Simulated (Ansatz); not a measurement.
Reaction (ligand exchange at the Si–C bond): `C[SiH]([SiH3])[SiH3]` + H–F → `F[SiH]([SiH3])[SiH3]` + CH₄

Computed with Ansatz on PBE0-D4/def2-TZVP structures; ΔE is electronic, products minus reactants. CCSD(T)/CBS is the MP2 limit (def2-TZVPP, def2-QZVPP) plus CCSD(T) − MP2 in def2-TZVPP, frozen cores. This one scheme is used for every species. DFT in def2-TZVPP.

`C[SiH]([SiH3])[SiH3]`:

```xyz
14

C    -0.616    1.676   -0.813
Si    0.499    0.262   -0.263
Si   -0.210   -1.775   -1.169
Si    0.525    0.067    2.069
H    -0.275    2.624   -0.392
H    -0.618    1.766   -1.901
H    -1.644    1.507   -0.484
H     1.898    0.511   -0.722
H     0.694   -2.879   -0.747
H    -0.234   -1.727   -2.658
H    -1.587   -2.091   -0.696
H     1.420   -1.045    2.492
H    -0.848   -0.222    2.571
H     0.997    1.324    2.714
```

H–F:

```xyz
2

F    -0.239   -0.221    0.325
H     0.239    0.221   -0.325
```

`F[SiH]([SiH3])[SiH3]`:

Z-matrix (Å, degrees):
```
Si
Si 1 2.344
Si 1 2.344 2 111.5
F 1 1.613 2 109.4 3 121.1
H 1 1.490 2 109.6 3 -121.6
H 2 1.489 1 107.9 3 60.8
H 2 1.487 1 110.3 3 -57.9
H 2 1.487 1 111.5 3 -179.4
H 3 1.489 1 107.9 2 -60.5
H 3 1.487 1 110.3 2 58.2
H 3 1.487 1 111.5 2 179.7
```

CH₄:

```xyz
5

C     0.000    0.000    0.000
H    -0.543    0.896    0.300
H     0.247    0.063   -1.060
H    -0.621   -0.878    0.177
H     0.917   -0.080    0.582
```

Task: Is it downhill or uphill in electronic energy at CCSD(T)/CBS, and by how much? (Estimate.)

Result: The calculation gave: Downhill: ΔE = -1.23 eV.

Task: What do these levels give: LDA (SPW92), ωB97M-V, r2SCAN0, CCSD(T)/def2-SVP, MP2/def2-QZVPP, SCS-MP2/def2-QZVPP? (Best estimate.)

Result: Computed: LDA (SPW92) -1.16, ωB97M-V -1.28, r2SCAN0 -1.28, CCSD(T)/def2-SVP -1.19, MP2/def2-QZVPP -1.20, SCS-MP2/def2-QZVPP -1.29 eV.

Task: What do rigid-rotor, harmonic-oscillator terms from PBE0-D4/def2-TZVP frequencies (298.15 K, 1 bar) make of the CCSD(T)/CBS value? (Best estimate.)

Result: Computed: ΔZPE = +0.03 eV, ΔH = -1.21 eV, ΔS = -3 J/(mol·K), ΔG = -1.20 eV.

Largest T1 diagnostic among the species: 0.013.

In def2-TZVPP, CCSD(T) changes the Hartree–Fock value by +0.31 eV (the triples alone add +0.04 eV) and MP2 by +0.34 eV. The D4 term adds +0.10 eV with B3LYP and +0.05 eV with PBE0; it sums over pairs of atoms, weighted by their polarisabilities, and B3LYP, whose exchange is more repulsive, gets the larger term. At CCSD(T), def2-SVP lies +0.04 eV from the extrapolated value and def2-TZVPP +0.01 eV.

B3LYP here is the variant with VWN-RPA as its local correlation; programs differ in this.
